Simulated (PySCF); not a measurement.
Stretching NaZn

Set-up: PySCF, no relativity, basis sets Na def2-SVPD, Zn def2-SVPD. Energies in eV from Na + Zn in their ground configurations at the same level. State: ²Σ⁺ (doublet), unpaired electrons σ ↑.

All columns are r²SCAN. A positive dipole means Na(−)Zn(+).

```csv
R (Å),E (eV),μ (D),Mulliken charge on Na (basis-dependent),HOMO (eV),LUMO (eV),Mayer bond order,⟨S²⟩
2.707,-0.246,-0.93,-0.06,-2.90,-1.70,0.81,0.76
2.833,-0.300,-0.99,-0.06,-2.93,-1.73,0.75,0.76
2.959,-0.323,-1.04,-0.05,-2.95,-1.76,0.68,0.76
3.054,-0.327,-1.06,-0.04,-2.97,-1.78,0.64,0.76
3.148,-0.322,-1.07,-0.03,-2.98,-1.80,0.59,0.76
3.242,-0.312,-1.08,-0.03,-3.00,-1.82,0.55,0.76
3.368,-0.292,-1.09,-0.02,-3.02,-1.83,0.50,0.76
3.526,-0.261,-1.08,-0.01,-3.04,-1.85,0.44,0.76
3.715,-0.222,-1.05,0.00,-3.05,-1.86,0.37,0.76
3.966,-0.173,-0.98,0.01,-3.07,-1.87,0.29,0.76
```

A fit through these points gives, at Re = 3.045 Å, μ = -1.06 D and dμ/dR = -0.199 D/Å; the reduced mass is 16.91 u.

How strong is the fundamental in the double-harmonic approximation, I = 42.26·(dμ/dR)²/μred km/mol?

I = 42.26·(-0.199)²/16.91 = 0.0990 km/mol at r²SCAN.

The bond is weak. Basis-set superposition, not corrected here, can be much of De in a small basis, most of all at correlated wavefunction levels. Functionals without a dispersion term scatter widely for such bonds, and LDA overbinds them. The state was picked by a PBE0 search and need not be the measured ground state.
